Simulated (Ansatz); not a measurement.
Coupled-cluster diagnostics for cyclo-(SnH2)3 (Sn3H6), Ansatz.

Geometry of the singlet (PBE0-D4/def2-SVP):

```
atom    x (Å)    y (Å)    z (Å)
 Sn1   0.4915   1.1826  -0.9973
  H2   0.8082   2.7972  -0.5139
  H3   0.8522   0.9712  -2.6604
 Sn4  -1.5854  -0.2813   0.2067
  H5  -2.5271  -1.3287  -0.7716
  H6  -2.5699   0.4979   1.3748
 Sn7   1.0942  -0.9021   0.7909
  H8   1.7394  -2.3819   0.2123
  H9   1.6968  -0.5548   2.3584
```

In the def2 sets Sn takes a core potential; there is no spin–orbit coupling. Correlated methods freeze 12 core orbitals; core or outer-core shells of Sn are correlated, in sets that lack core-valence functions.

Task: Estimate the CCSD(T) correlation energy, the shares of MP2 and (T), T1 and the reference's ⟨S²⟩ for: charge 0, singlet, own geometry in def2-TZVP; and the rough time on 4 threads of Arm Neoverse N1 on a shared host.

Result: 
```csv
state,basis,correlation (eV),MP2 share (%),(T) share (%),T1,⟨S²⟩ (pure),wall time
"charge 0, singlet, own geometry",def2-TZVP,-27.588,95.8,3.0,0.015,0.00 (0.00),3.3 min
```
Customary marks for T1 are 0.02 (closed shells), 0.045 (open shells) and about 0.05 (3d metals). T1 stays under 0.02 throughout.
